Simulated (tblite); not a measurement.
Species: C₃H₁₀GeSi.
SMILES with atom numbers: `[CH2:1]=[CH:2][GeH2:3][CH2:4][SiH3:5]` (hydrogens: H6, H7 on C1; H8 on C2; H9, H10 on Ge3; H11, H12 on C4; H13, H14, H15 on Si5)

Computed with GFN2-xTB (tblite), gas phase: L-BFGS steps from a force-field or distance-geometry start until the largest atomic force falls under 0.01 eV/Å.

Step 6: E = -411.1382 eV
```
atom  x, y, z in Å  |  force x, y, z in eV/Å
C1     -2.6867   -0.8509    0.1656   -0.109  -0.135   0.081
C2     -2.2352    0.1942   -0.5034   -0.089   0.049  -0.121
Ge3    -0.4068    0.8798   -0.4794   -0.160  -0.039  -0.033
C4      0.9202   -0.5352   -0.2671   -0.109  -0.339  -0.031
Si5     2.6724    0.1583   -0.1243    0.069  -0.026   0.019
H6     -2.0575   -1.4175    0.8337    0.023  -0.003   0.019
H7     -3.7116   -1.1932    0.0813    0.111   0.015   0.024
H8     -2.9242    0.6975   -1.1680   -0.044   0.110  -0.023
H9     -0.2345    1.9401    0.5730   -0.031   0.056  -0.012
H10    -0.1705    1.5263   -1.8140   -0.013   0.158  -0.025
H11     0.8312   -1.1869   -1.1375    0.091   0.010  -0.044
H12     0.6748   -1.1728    0.5811    0.015   0.115   0.125
H13     3.4358   -0.7458    0.7325    0.110  -0.022   0.051
H14     3.2598    0.2136   -1.4598    0.064   0.038  -0.065
H15     2.6286    1.5005    0.4586    0.071   0.013   0.034
```

Step 7: E = -411.1450 eV
```
atom  x, y, z in Å  |  force x, y, z in eV/Å
C1     -2.6921   -0.8519    0.1664    0.011   0.048  -0.038
C2     -2.2417    0.1965   -0.5048   -0.152  -0.162   0.014
Ge3    -0.4147    0.8725   -0.4790    0.002   0.125  -0.120
C4      0.9212   -0.5382   -0.2720   -0.076  -0.344   0.007
Si5     2.6776    0.1557   -0.1224    0.028  -0.051   0.025
H6     -2.0562   -1.4133    0.8307    0.039  -0.032   0.048
H7     -3.7126   -1.2009    0.0859    0.045   0.019   0.012
H8     -2.9255    0.7024   -1.1685   -0.110   0.126  -0.060
H9     -0.2380    1.9445    0.5681   -0.040  -0.011  -0.028
H10    -0.1699    1.5391   -1.8124   -0.049   0.079   0.060
H11     0.8332   -1.1991   -1.1377    0.093   0.065  -0.005
H12     0.6736   -1.1686    0.5822    0.031   0.108   0.104
H13     3.4462   -0.7487    0.7383    0.050   0.030  -0.010
H14     3.2607    0.2175   -1.4610    0.064   0.023  -0.039
H15     2.6338    1.5004    0.4588    0.064  -0.022   0.031
```

Step 8: E = -411.1503 eV
```
atom  x, y, z in Å  |  force x, y, z in eV/Å
C1     -2.6949   -0.8513    0.1662    0.001  -0.091   0.055
C2     -2.2491    0.1949   -0.5057   -0.075   0.002  -0.086
Ge3    -0.4208    0.8687   -0.4806    0.108   0.160  -0.141
C4      0.9207   -0.5453   -0.2750   -0.013  -0.178   0.038
Si5     2.6812    0.1529   -0.1210   -0.021  -0.063   0.008
H6     -2.0546   -1.4112    0.8296    0.018  -0.013   0.022
H7     -3.7125   -1.2058    0.0891   -0.002   0.015   0.010
H8     -2.9284    0.7083   -1.1699   -0.114   0.081  -0.032
H9     -0.2411    1.9476    0.5644   -0.047  -0.059  -0.040
H10    -0.1704    1.5498   -1.8109   -0.069   0.031   0.095
H11     0.8364   -1.2069   -1.1393    0.076   0.044   0.005
H12     0.6731   -1.1642    0.5862    0.023   0.059   0.092
H13     3.4545   -0.7503    0.7423    0.010   0.061  -0.051
H14     3.2627    0.2207   -1.4627    0.049   0.010   0.005
H15     2.6387    1.5001    0.4597    0.056  -0.060   0.021
```

**Question.** Estimate the geometry and energy of step 9. (The exact step hangs on the optimiser's Hessian estimate; all steps are aligned on step 8, rigid shifts and turns removed.)

**Answer.** E = -411.1541 eV, largest force 0.190 eV/Å
```
atom  x, y, z in Å  |  force x, y, z in eV/Å
C1     -2.6970   -0.8527    0.1672    0.047  -0.008  -0.003
C2     -2.2556    0.1943   -0.5084   -0.021   0.000  -0.054
Ge3    -0.4234    0.8683   -0.4841    0.126   0.094  -0.106
C4      0.9202   -0.5528   -0.2763    0.033   0.019   0.051
Si5     2.6830    0.1497   -0.1201   -0.051  -0.051  -0.019
H6     -2.0530   -1.4100    0.8293    0.016  -0.010   0.012
H7     -3.7124   -1.2089    0.0916   -0.052  -0.004   0.016
H8     -2.9327    0.7140   -1.1714   -0.114   0.032  -0.006
H9     -0.2441    1.9488    0.5612   -0.046  -0.077  -0.037
H10    -0.1720    1.5582   -1.8084   -0.066   0.021   0.070
H11     0.8402   -1.2118   -1.1409    0.052   0.000   0.008
H12     0.6731   -1.1603    0.5915    0.006   0.006   0.079
H13     3.4608   -0.7504    0.7443   -0.006   0.067  -0.066
H14     3.2652    0.2231   -1.4638    0.031  -0.001   0.043
H15     2.6433    1.4987    0.4608    0.046  -0.087   0.013
```

The energy changes by -0.0039 eV. The first-order estimate −F·Δx gives -0.0055 eV and the mean of the old and new forces, exact on a quadratic surface, -0.0039 eV. The step makes an angle of 56° with the force vector and moves no atom by more than 0.009 Å.

The cost below is that of the whole relaxation. The run took 1.0 s on Arm Neoverse N1, one thread, on a shared host.
